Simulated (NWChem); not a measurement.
System: dimethyl diselenide (C₂H₆Se₂); SMILES C[Se][Se]C

Input file for NWChem:

```
start job
memory heap 200 mb stack 900 mb global 1100 mb
geometry units angstroms noautoz
  C     -1.836013    -0.945260    -1.067828
  Se    -1.142890     0.278378     0.332675
  Se     1.142890    -0.278378     0.332675
  C      1.836013     0.945260    -1.067828
  H     -2.920362    -0.800735    -1.082883
  H     -1.602393    -1.977324    -0.805825
  H     -1.416316    -0.687917    -2.040839
  H      2.920362     0.800735    -1.082883
  H      1.602393     1.977324    -0.805825
  H      1.416316     0.687917    -2.040839
end
basis spherical
  * library def2-tzvp
end
dft
  xc becke97-d
  disp vdw 2
  iterations 150
  semidirect filesize 400000000
  mulliken
end
task dft energy
```

The geometry was optimised at B3LYP/6-31G* (spherical d).

Give the results of this calculation. (B97-D/def2-TZVP.) Quantities: energy (Ha); highest occupied level (eV); orbital gap (eV); dipole (D).


```
Property                        Value
---------------------------  --------
energy (Ha)                  -4885.37
highest occupied level (eV)     -5.35
orbital gap (eV)                 3.33
dipole (D)                       1.84
```
